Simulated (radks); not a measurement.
Species: the terbium ion Tb44+. Configuration: [Ar] 3d2 4s1 (not the ground configuration).

Calculated with a radial shooting solver on a logarithmic mesh with Libxc functionals: Dirac Kohn-Sham, BLYP, spin-unpolarised, spherical densities, finite nucleus; open shells fill j = l - 1/2 first; Fermi nuclear charge, rms radius 5.06 fm.

Energy parts (Ry):
total: -20095.8431
kinetic: 22267.0239
electron-nucleus: -45060.2210
Hartree: 3025.9925
exchange-correlation: -328.6385

Orbitals (lengths in bohr, moments of r in powers of bohr; <r^-3> diverges for s and p1/2):
[
 {"orbital": "1s1/2", "occ.": "2", "eigenvalue (Ry)": "-4002.077", "<r^-3>": "-", "<r^2>": "0.0006316", "<r>": "0.02151"},
 {"orbital": "2s1/2", "occ.": "2", "eigenvalue (Ry)": "-821.0781", "<r^-3>": "-", "<r^2>": "0.009671", "<r>": "0.09029"},
 {"orbital": "2p1/2", "occ.": "2", "eigenvalue (Ry)": "-791.4588", "<r^-3>": "-", "<r^2>": "0.007002", "<r>": "0.07532"},
 {"orbital": "2p3/2", "occ.": "4", "eigenvalue (Ry)": "-735.8494", "<r^-3>": "10590", "<r^2>": "0.008183", "<r>": "0.08209"},
 {"orbital": "3s1/2", "occ.": "2", "eigenvalue (Ry)": "-304.7459", "<r^-3>": "-", "<r^2>": "0.05746", "<r>": "0.2243"},
 {"orbital": "3p1/2", "occ.": "2", "eigenvalue (Ry)": "-293.1732", "<r^-3>": "-", "<r^2>": "0.05234", "<r>": "0.2125"},
 {"orbital": "3p3/2", "occ.": "4", "eigenvalue (Ry)": "-279.6873", "<r^-3>": "2673", "<r^2>": "0.05759", "<r>": "0.2232"},
 {"orbital": "3d3/2", "occ.": "2", "eigenvalue (Ry)": "-262.1879", "<r^-3>": "465.3", "<r^2>": "0.04336", "<r>": "0.1934"},
 {"orbital": "3d5/2", "occ.": "0", "eigenvalue (Ry)": "-259.0392", "<r^-3>": "412.7", "<r^2>": "0.04475", "<r>": "0.1968"},
 {"orbital": "4s1/2", "occ.": "1", "eigenvalue (Ry)": "-155.4992", "<r^-3>": "-", "<r^2>": "0.2091", "<r>": "0.4310"}
]

The highest occupied level is 4s1/2 at -2115.7 eV. The configuration is held as typed, so some empty levels lie below it. The density falls to 0.001 e/bohr^3 at r = 0.95 bohr. Summed over all electrons, <r^2> = 0.8131 bohr^2, which gives a Langevin (diamagnetic) susceptibility term of -0.644 x 10^-6 cm^3/mol.
